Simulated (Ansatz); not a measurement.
Consider the ligand exchange at the Al–Br bond: `C[CH2][AlH][Br]` + H₂S → `C[CH2][AlH][SH]` + HBr.

Calculated with Ansatz (gas phase, PBE0-D4/def2-TZVP geometries, no zero-point term in ΔE). CCSD(T)/CBS adds triple-zeta CCSD(T) − MP2 to the extrapolated MP2 energy (def2 sets, frozen cores). This one scheme is used for every species. DFT in def2-TZVPP. B3LYP here is the variant with VWN-RPA as its local correlation; programs differ in this. HSE06 is defined as in plane-wave codes. For Br outer-core shells are correlated without core-valence functions, which leaves a few kJ/mol of doubt a bond. Scalar relativity is left out up to krypton. Each species was taken in one conformer, which may not be the lowest.

| level | ΔE (kJ/mol) | difference from CCSD(T)/CBS |
| --- | --- | --- |
| PBE-D4 | 43.2 | -7.5 |
| revPBE-D4 | 42.0 | -8.7 |
| r2SCAN-D4 | 48.0 | -2.7 |
| B97M-V | 45.5 | -5.2 |
| PBE0-D4 | 47.3 | -3.4 |
| B3LYP-D4 | 48.7 | -2.0 |
| r2SCANh-D4 | 49.0 | -1.7 |
| r2SCAN0-D4 | 50.6 | -0.1 |
| HSE06-D4 | 47.4 | -3.3 |
| BHLYP-D4 | 54.0 | 3.3 |
| CAM-B3LYP-D4 | 50.0 | -0.7 |
| ωB97X-V | 50.5 | -0.2 |
| ωB97M-V | 50.6 | -0.1 |
| B2PLYP | 50.8 | 0.1 |
| PBE-QIDH | 50.9 | 0.2 |
| PBE | 44.4 | -6.3 |
| revPBE | 45.9 | -4.8 |
| BLYP | 47.7 | -3.0 |
| r2SCAN | 48.4 | -2.3 |
| PBE0 | 48.4 | -2.3 |
| B3LYP | 50.6 | -0.1 |
| r2SCANh | 49.5 | -1.2 |
| r2SCAN0 | 51.0 | 0.3 |
| HSE06 | 48.4 | -2.3 |
| CAM-B3LYP | 51.0 | 0.3 |
| LC-ωPBE | 49.6 | -1.1 |
| RPA@PBE/def2-TZVPP | 47.8 | -2.9 |
| HF/def2-SVP | 60.3 | 9.6 |
| MP2/def2-SVP | 51.8 | 1.1 |
| CCSD(T)/def2-SVP | 49.1 | -1.6 |
| HF/def2-TZVPP | 62.6 | 11.9 |
| SCS-MP2/def2-TZVPP | 51.7 | 1.0 |
| CCSD/def2-TZVPP | 51.2 | 0.5 |
| CCSD(T)/def2-TZVPP | 48.9 | -1.8 |
| HF/def2-QZVPP | 62.6 | 11.9 |
| MP2/def2-QZVPP | 51.6 | 0.9 |
| SCS-MP2/def2-QZVPP | 52.5 | 1.8 |
| HF/CBS(def2) | 62.6 | 11.9 |
| MP2/CBS(def2) | 52.4 | 1.7 |
| CCSD/CBS(def2) | 53.0 | 2.3 |
| CCSD(T)/CBS | 50.7 | 0 |

Largest T1 diagnostic among the species: 0.010.

From PBE to PBE0 (25 % exact exchange), in def2-TZVPP and without D4, ΔE moves by +3.9 kJ/mol. In def2-TZVPP, CCSD(T) changes the Hartree–Fock value by −13.7 kJ/mol (the triples alone add −2.3 kJ/mol) and MP2 by −12.0 kJ/mol.
